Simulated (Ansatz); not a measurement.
The cluster AlSi₃⁺. Charge 1, multiplicity 1. Geometry PBE0-D4/def2-TZVP, basis def2-TZVP, Ansatz.

Cartesian coordinates in Å:
```
Al 1.3235 -0.5015 -1.2529
Si 0.7517 1.1461 0.4284
Si -1.2371 0.4688 1.1710
Si -0.8382 -1.1133 -0.3466
```

```csv
run,HOMO (eV),LUMO (eV)
A,-11.05,-9.09
B,-10.86,-9.08
C,-11.76,-8.53
D,-11.65,-8.53
E,-11.33,-8.87
F,-10.62,-8.90
```

The structure comes from a short search, and lower isomers may exist.

**Question.** The runs used BLYP, PBE, PBE0, r2SCAN, r2SCAN0, r2SCANh. Estimate which is which.

**Answer.** A r2SCAN (0 % exact exchange); B PBE (0 % exact exchange); C r2SCAN0 (25 % exact exchange); D PBE0 (25 % exact exchange); E r2SCANh (10 % exact exchange); F BLYP (0 % exact exchange). Exact exchange lowers occupied and raises empty levels; among semilocal functionals meta-GGAs tend to open the gap a little, and such runs are hard to tell apart. The gap grows from 1.72 eV (BLYP) to 3.23 eV (r2SCAN0).
